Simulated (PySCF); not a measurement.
A structure optimised at r2SCAN-D4/def2-TZVP, used in a PySCF frequency run:

```
Be
Cl 1 1.8029
Br 1 1.9559 2 180.00
```
Charge 0, spin multiplicity 1.

Q: Write its SMILES, formula and point group.

A: [Cl][Be][Br], BeBrCl, C∞v

Q: What are its rotational constants (standard atomic weights)?

A: 1.4346 GHz (linear rotor, B only)
